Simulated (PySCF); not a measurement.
Sn(H)(SH) (H₂SSn), SMILES [SH][SnH] (connectivity only; charge and spin as stated), neutral, multiplicity 1. Atoms are numbered in the order given.

```xyz
4

Sn     0.0377     0.6116     0.0000
H     -1.7420     0.6665     0.0000
S     -0.0866    -1.8261     0.0000
H      1.2427    -2.0284     0.0000
```
Charge 0, spin multiplicity 1.

Coordinates come from a B3LYP-D3(BJ)/def2-TZVP optimisation. The def2 effective core potentials stand for the cores of Sn; spin–orbit coupling is left out.

Method: C-PCM-M06-2X/def2-SVP (PySCF).

The values are the electrostatic part of the solvation free energy, E(continuum) − E(gas) at the gas-phase geometry, in a cavity of scaled van der Waals radii (PySCF's table); cavitation and dispersion terms are not included. A continuum can't describe solvent molecules that bind to the metal. In vacuum the orbital gap is 5.94 eV. The dipole moment in vacuum is 1.97 D.

**Question.** Estimate the values in water (ε = 78.36), chloroform (ε = 4.71), methanol (ε = 32.61). (Estimate from the structure and the level; the computed values follow.)

**Answer.** 
```json
[
 {"solvent": "water", "ε": "78.36", "ΔG(elec) (kcal/mol)": "-4.1", "dipole (D)": "2.88", "gap (eV)": "6.13"},
 {"solvent": "chloroform", "ε": "4.71", "ΔG(elec) (kcal/mol)": "-3.1", "dipole (D)": "2.64", "gap (eV)": "6.09"},
 {"solvent": "methanol", "ε": "32.61", "ΔG(elec) (kcal/mol)": "-4.0", "dipole (D)": "2.86", "gap (eV)": "6.13"}
]
```
